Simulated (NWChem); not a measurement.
System: CH₃BCl₂; SMILES CB(Cl)Cl

NWChem input:

```
start job
memory heap 200 mb stack 900 mb global 1100 mb
geometry units angstroms noautoz
  B     -0.329885     0.008293    -0.019628
  Cl     0.603010     1.486696    -0.186640
  Cl     0.558709    -1.491248     0.194301
  C     -1.886818     0.032234    -0.011567
  H     -2.325313    -0.913208    -0.360705
  H     -2.299447     0.875628    -0.582856
  H     -2.210249     0.166854     1.037402
end
basis spherical
  * library def2-svpd
end
dft
  xc pbe0
  iterations 150
end
tddft
  cis
  nroots 6
  notriplet
end
task tddft energy
```

NWChem printed, in part:

```
             Northwest Computational Chemistry Package (NWChem) 7.3.0
             --------------------------------------------------------

 C1  symmetry detected

                             Geometry "geometry" -> ""
                             -------------------------

 Output coordinates in angstroms (scale by  1.889725989 to convert to a.u.)

  No.       Tag          Charge          X              Y              Z
 ---- ---------------- ---------- -------------- -------------- --------------
    1 B                    5.0000    -0.32880808     0.00005080    -0.01943234
    2 Cl                  17.0000     0.58191636     1.50140552    -0.00002835
    3 Cl                  17.0000     0.58226992    -1.50113157    -0.00002898
    4 C                    6.0000    -1.88587030    -0.00038218    -0.00408381
    5 H                    1.0000    -2.31231894    -0.90030398    -0.46918389
    6 H                    1.0000    -2.31324567     0.90244658    -0.46255714
    7 H                    1.0000    -2.20634003    -0.00476073     1.05438022

 Effective nuclear repulsion energy (a.u.)     179.0171823091

                                 NWChem DFT Module
                                 -----------------

 Summary of "ao basis" -> "ao basis" (spherical)
 ------------------------------------------------------------------------------
       Tag                 Description            Shells   Functions and Types
 ---------------- ------------------------------  ------  ---------------------
 B                         def2-svpd                 8       20   4s2p2d
 Cl                        def2-svpd                11       27   5s4p2d
 C                         def2-svpd                 8       20   4s2p2d
 H                         def2-svpd                 4        8   2s2p

[...]

                                NWChem TDDFT Module
                                -------------------

            General Information
            -------------------
           No. of orbitals :     236
            Alpha orbitals :     118
             Beta orbitals :     118
        Alpha frozen cores :       0
         Beta frozen cores :       0
     Alpha frozen virtuals :       0
      Beta frozen virtuals :       0
         Spin multiplicity :       1
    Number of AO functions :     118
        Use of symmetry is : off
      Symmetry adaption is : off
         Schwarz screening :  0.10D-07

              XC Information
              --------------
                  PBE0 Method XC Functional
              Hartree-Fock (Exact) Exchange   0.25
   PerdewBurkeErnzerhof Exchange Functional   0.75
     Perdew 1991 LDA Correlation Functional   1.00 local
    PerdewBurkeErnz. Correlation Functional   1.00 non-local

             TDDFT Information
             -----------------
          Calculation type : Tamm-Dancoff TDDFT
         Wavefunction type : Restricted singlets
          No. of electrons :      48
           Alpha electrons :      24
            Beta electrons :      24
              No. of roots :       6
          Max subspacesize :    5200
            Max iterations :     100
               Target root :       1
           Target symmetry : none
      Symmetry restriction : off
                 Algorithm : Optimal
        Davidson threshold :  0.10D-03

    6 smallest eigenvalue differences (eV)
--------------------------------------------------------
  No. Spin  Occ  Vir  Irrep   E(Occ)    E(Vir)   E(Diff)
--------------------------------------------------------
    1    1   24   25 a        -0.332    -0.050     7.669
    2    1   23   25 a        -0.339    -0.050     7.861
    3    1   22   25 a        -0.351    -0.050     8.192
    4    1   21   25 a        -0.383    -0.050     9.065
    5    1   24   26 a        -0.332     0.004     9.155
    6    1   23   26 a        -0.339     0.004     9.347
--------------------------------------------------------

  Entering Davidson iterations
  Restricted singlet excited states

  Iter   NTrls   NConv    DeltaV     DeltaE      Time
  ----  ------  ------  ---------  ---------  ---------
    1      6       0     0.13E+00   0.10+100       16.9
    2     12       0     0.26E-01   0.22E-01       11.4
    3     18       0     0.84E-02   0.97E-03       11.1
    4     24       0     0.27E-02   0.11E-03       12.5
    5     30       1     0.58E-01   0.13E-03       12.2
    6     35       3     0.78E-02   0.58E-02        9.4
    7     38       4     0.24E-02   0.21E-03        8.5
    8     40       5     0.73E-03   0.11E-04        7.7
    9     41       5     0.31E-03   0.14E-05        7.2
   10     42       6     0.71E-04   0.11E-06        7.1
  ----  ------  ------  ---------  ---------  ---------
  Convergence criterion met

  Ground state a        -984.551039414686 a.u.

  ----------------------------------------------------------------------------
  Root   1 singlet a              0.220558820 a.u.                6.0017 eV
  ----------------------------------------------------------------------------
     Transition Moments    X  0.00000   Y  0.01529   Z  0.00017
     Dipole Oscillator Strength                    0.0000343801
     Electric Quadrupole                           0.0000000085
     Magnetic Dipole                               0.0000004007
     Total Oscillator Strength                     0.0000347893

[...]
```

Level: PBE0/def2-SVPD, TDA. The geometry was optimised at PBE0/def2-SVP.
